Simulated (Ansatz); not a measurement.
# Molecular dynamics of CH$_{8}$OSi$_{2}$

Input file:

```yaml
crystal:
  periodic: [false, false, false]
  atoms:
    - { symbol: Si, position_ang: [-0.052032, 0.057251, -0.014577] }
    - { symbol: O, position_ang: [0.020685, -0.371748, 1.677267] }
    - { symbol: C, position_ang: [-1.153229, -0.439539, 2.525278] }
    - { symbol: H, position_ang: [-1.864472, -1.197726, 2.169304] }
    - { symbol: H, position_ang: [-0.81022, -0.716864, 3.524078] }
    - { symbol: H, position_ang: [-1.666802, 0.530351, 2.58132] }
    - { symbol: Si, position_ang: [2.180897, 0.000894, -0.771907] }
    - { symbol: H, position_ang: [2.749109, -1.383276, -0.65691] }
    - { symbol: H, position_ang: [2.222854, 0.413452, -2.218621] }
    - { symbol: H, position_ang: [3.031426, 0.951614, 0.018145] }
    - { symbol: H, position_ang: [-0.667658, 1.428224, -0.184126] }
    - { symbol: H, position_ang: [-0.928257, -0.916635, -0.769951] }
basis:
  gaussian: { orbitals: "6-31G" }
hamiltonian:
  xc: b3lyp
md:
  timestep: 0.5
  n_steps: 300
  ensemble: nve
  temperature: 300.0
  initial_velocities: maxwell_boltzmann
  seed: 927275
  masses: [{ species: H, mass: 10.0 }]
```

Run as:

```bash
$ ansatz run input.yaml --threads 1 --pin off --max-ram 2048MiB --backend cpu --events-out ev --progress --plain --runs-dir out
```

It starts from a relaxed structure.

Output, in part (step lines, the closing report, with atoms numbered from 0):

```
md step     0: t =     0.00 fs  T =   300.0 K  F+E_penalty+E_count = -18967.43031846 eV  E_kin = 0.387780 eV  conserved = -18967.04253847 eV  (25 SCF iters)
md step     1: t =     0.50 fs  T =   298.9 K  F+E_penalty+E_count = -18967.42891066 eV  E_kin = 0.386371 eV  conserved = -18967.04253920 eV  (23 SCF iters)
md step     2: t =     1.00 fs  T =   295.6 K  F+E_penalty+E_count = -18967.42468894 eV  E_kin = 0.382155 eV  conserved = -18967.04253364 eV  (23 SCF iters)
md step     3: t =     1.50 fs  T =   290.3 K  F+E_penalty+E_count = -18967.41775678 eV  E_kin = 0.375235 eV  conserved = -18967.04252162 eV  (23 SCF iters)
md step     4: t =     2.00 fs  T =   283.0 K  F+E_penalty+E_count = -18967.40831787 eV  E_kin = 0.365814 eV  conserved = -18967.04250377 eV  (23 SCF iters)
md step     5: t =     2.50 fs  T =   274.0 K  F+E_penalty+E_count = -18967.39666906 eV  E_kin = 0.354188 eV  conserved = -18967.04248080 eV  (23 SCF iters)
md step     6: t =     3.00 fs  T =   263.6 K  F+E_penalty+E_count = -18967.38318783 eV  E_kin = 0.340734 eV  conserved = -18967.04245385 eV  (23 SCF iters)
md step     7: t =     3.50 fs  T =   252.1 K  F+E_penalty+E_count = -18967.36831319 eV  E_kin = 0.325889 eV  conserved = -18967.04242434 eV  (23 SCF iters)
[... lines left out ...]
md step   297: t =   148.50 fs  T =   158.9 K  F+E_penalty+E_count = -18967.24775726 eV  E_kin = 0.205432 eV  conserved = -18967.04232485 eV  (22 SCF iters)
md step   298: t =   149.00 fs  T =   154.4 K  F+E_penalty+E_count = -18967.24191130 eV  E_kin = 0.199594 eV  conserved = -18967.04231691 eV  (22 SCF iters)
md step   299: t =   149.50 fs  T =   150.5 K  F+E_penalty+E_count = -18967.23680799 eV  E_kin = 0.194495 eV  conserved = -18967.04231274 eV  (22 SCF iters)
md step   300: t =   150.00 fs  T =   147.1 K  F+E_penalty+E_count = -18967.23250504 eV  E_kin = 0.190192 eV  conserved = -18967.04231308 eV  (26 SCF iters)
Total energy: -18967.23277653 eV, -697.0329480853 hartree
Atom 0 at     0.005900     0.091991     0.030325 Å, force    -0.063054     0.860605     0.621110 eV/Å
Atom 1 at    -0.068271    -0.384416     1.726036 Å, force     0.637665    -0.133660    -0.596635 eV/Å
Atom 2 at    -1.243632    -0.491893     2.549143 Å, force     0.233319    -1.521536    -0.306284 eV/Å
Atom 3 at    -1.928520    -1.306379     2.226445 Å, force     0.208884     0.289539    -0.218088 eV/Å
Atom 4 at    -0.909215    -0.796989     3.546801 Å, force    -0.033906     0.516114     0.037944 eV/Å
Atom 5 at    -1.768363     0.430756     2.509855 Å, force    -0.755992     1.013299     0.520039 eV/Å
Atom 6 at     2.260976     0.018651    -0.797775 Å, force    -0.977847    -0.299086     0.683090 eV/Å
Atom 7 at     2.794958    -1.339594    -0.554158 Å, force     0.281285    -0.279553     0.016727 eV/Å
Atom 8 at     2.026979     0.210371    -2.224905 Å, force     0.062663     0.093669    -0.900616 eV/Å
Atom 9 at     3.168421     1.072238    -0.306882 Å, force     0.203318     0.281782     0.238494 eV/Å
Atom 10 at    -0.529495     1.554270    -0.131938 Å, force     0.199292    -0.673547     0.080596 eV/Å
Atom 11 at    -0.925487    -0.779820    -0.762124 Å, force     0.004372    -0.147624    -0.176377 eV/Å
Dipole moment:    -0.171111     0.026923    -0.098996 e Å
```

The steps, from the saved trajectory:

| time (fs) | T (K) | potential energy less start (eV) | conserved less start (meV/atom) |
| --- | --- | --- | --- |
| 0 | 300 | 0.000 | 0.00 |
| 5 | 215 | 0.110 | 0.02 |
| 10 | 133 | 0.216 | 0.02 |
| 15 | 120 | 0.232 | 0.02 |
| 20 | 153 | 0.190 | 0.01 |
| 25 | 146 | 0.199 | 0.01 |
| 30 | 100 | 0.258 | 0.02 |
| 35 | 139 | 0.208 | 0.01 |
| 40 | 168 | 0.170 | 0.01 |
| 45 | 174 | 0.163 | 0.01 |
| 50 | 134 | 0.214 | 0.02 |
| 55 | 117 | 0.237 | 0.02 |
| 60 | 166 | 0.174 | 0.01 |
| 65 | 172 | 0.165 | 0.01 |
| 70 | 158 | 0.183 | 0.01 |
| 75 | 115 | 0.240 | 0.02 |
| 80 | 123 | 0.230 | 0.02 |
| 85 | 166 | 0.174 | 0.01 |
| 90 | 155 | 0.188 | 0.02 |
| 95 | 149 | 0.195 | 0.01 |
| 100 | 147 | 0.197 | 0.02 |
| 105 | 171 | 0.167 | 0.01 |
| 110 | 163 | 0.177 | 0.01 |
| 115 | 133 | 0.216 | 0.02 |
| 120 | 142 | 0.204 | 0.01 |
| 125 | 147 | 0.199 | 0.02 |
| 130 | 161 | 0.180 | 0.01 |
| 135 | 166 | 0.174 | 0.02 |
| 140 | 190 | 0.143 | 0.01 |
| 145 | 194 | 0.137 | 0.01 |
| 150 | 147 | 0.198 | 0.02 |

All steps were run. The conserved energy stayed within 0.024 meV per atom of its start (net change 0.019 meV per atom), so the integration is sound. Over the second half the temperature averaged 0.52 of the 300 K drawn at the start: a run that starts near a minimum puts about half its kinetic energy into the potential. A run of 0.15 ps of so small a system gives no equilibrium averages. Limits of this set-up: no polarisation functions.

The same pairs are bonded in the first frame and the last. Pairs count as bonded within 1.25 times the sum of covalent radii (0.12 Å more for H–H).

Last frame:

```xyz
12
Properties=species:S:1:pos:R:3
Si 0.006 0.092 0.030
O -0.068 -0.384 1.726
C -1.244 -0.492 2.549
H -1.929 -1.306 2.226
H -0.909 -0.797 3.547
H -1.768 0.431 2.510
Si 2.261 0.019 -0.798
H 2.795 -1.340 -0.554
H 2.027 0.210 -2.225
H 3.168 1.072 -0.307
H -0.529 1.554 -0.132
H -0.925 -0.780 -0.762
```

Run time: 16 min on 1 thread of Arm Neoverse V2, with other jobs on the host, peak memory 0.13 GiB.
